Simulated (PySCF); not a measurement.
Spin states and ions at one geometry of [Pb(NH3)3]2+

PySCF 2.14.0, RKS BP86, Pb def2-SVP with ECP60, N def2-SVP, H def2-SVP; non-relativistic Hamiltonian with scalar-relativistic core potentials where named; density fitting; no spin-orbit coupling; singlets restricted, open shells unrestricted. The geometry is relaxed for charge +2, singlet, vacuum:

```xyz
13

Pb    0.0000    0.0000   -1.1669
N     2.1213    0.0480    0.1897
H     2.0456   -0.0352    1.2193
H     2.7595   -0.7147   -0.1071
H     2.6533    0.9214    0.0188
N    -1.1022    1.8131    0.1897
H    -0.9923    1.7892    1.2193
H    -0.7608    2.7472   -0.1071
H    -2.1246    1.8372    0.0188
N    -1.0191   -1.8611    0.1897
H    -1.0533   -1.7540    1.2193
H    -1.9987   -2.0325   -0.1071
H    -0.5287   -2.7586    0.0188
```

Energies count from the relaxed state; an electron taken off or put on is at rest in vacuum. Charges and spins are Mulliken's.

Problem. Order these states by energy, lowest first.
A. charge +2, triplet, vacuum
B. charge +3, doublet, vacuum
C. charge +1, doublet, vacuum
D. charge +2, singlet, vacuum

Solution. C (-8.24 eV), D (0.00 eV), A (5.28 eV), B (19.29 eV).

Problem. How do charge and spin on the first atom follow?

Solution. 
```tsv
state	spin squared	charge on Pb1 (e)	spin on Pb1 (e)	dipole about the centre of mass (D)
charge +2, singlet, vacuum	0.00	0.98	0.00	7.11
charge +2, triplet, vacuum	2.00	0.62	1.28	8.88
charge +3, doublet, vacuum	0.75	1.31	0.27	9.45
charge +1, doublet, vacuum	0.75	0.26	0.91	6.73
```

With an electron taken off (doublet) the charges change, summed by element, by Pb +0.33 e, N +0.20 e, H +0.47 e. The vertical ionisation energy is 19.29 eV, against −ε(HOMO) = 16.41 eV of the relaxed state. The level lies 2.9 eV too high, as is usual for semilocal functionals and global hybrids, which keep a self-interaction error.

With an electron put on (doublet) the charges change, summed by element, by Pb -0.72 e, N +0.17 e, H -0.45 e. The vertical electron affinity is 8.24 eV, against −ε(LUMO) = 10.81 eV of the relaxed state.

Open shells may have lower solutions than those found.
